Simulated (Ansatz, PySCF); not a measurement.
Gas-phase reaction (SMILES): CCCC[C@H](C)Cl -> CC[CH]C[C@H](C)Cl + H atom; the C-H bond at the site shown breaks (other sites are not compared here).

Structures are relaxed separately at B3LYP-D3(BJ)/def2-TZVP in Ansatz (a first-principles code), one conformer each, not searched for the lowest. Cores are frozen in the correlated levels unless marked. Open shells are spin-unrestricted. No spin-orbit coupling. No relativistic terms. Basis-set limits of correlation are two-point, X^-3; Hartree-Fock from the larger set. The bracket is a focal-point correction in the basis named. Thermal terms are rigid-rotor harmonic-oscillator values from B3LYP-D3(BJ) frequencies (PySCF) at 298.15 K and 1 atm. 1 Eh = 627.5095 kcal/mol. Atoms have translation alone.

```tsv
species	E, RI-MP2/CBS(cc-pV(T+d)Z,cc-pV(Q+d)Z)+[CCSD(T)-MP2]/cc-pV(T+d)Z (Ansatz) (Eh)	E, B3LYP-D3(BJ)/def2-TZVPD (Ansatz + dftd3) (Eh)	H - E (Eh)
CCCC[C@H](C)Cl	-695.93836	-696.83578	0.18993
CC[CH]C[C@H](C)Cl	-695.26671	-696.16813	0.17560
H atom	-0.49995	-0.50215	0.00236
```

### Question
Work out ΔE and ΔH at 298.15 K at the first level, then ΔH at the second.

### Answer

1. ΔE = [(-695.26671) + (-0.49995)] - [(-695.93836)] = 0.17170 Eh = 107.7 kcal/mol at RI-MP2/CBS(cc-pV(T+d)Z,cc-pV(Q+d)Z)+[CCSD(T)-MP2]/cc-pV(T+d)Z.
2. The terms H - E add up to -0.01197 Eh, so ΔH = (0.17170 + (-0.01197))×627.5095 = 100.2 kcal/mol.
3. At B3LYP-D3(BJ)/def2-TZVPD the same steps give ΔE = 103.9 and ΔH = 96.3 kcal/mol, a shift of -3.9 from the first level.
4. These values are not checked against measurement here, since the tables used lack a sound gas-phase enthalpy of formation for at least one species.
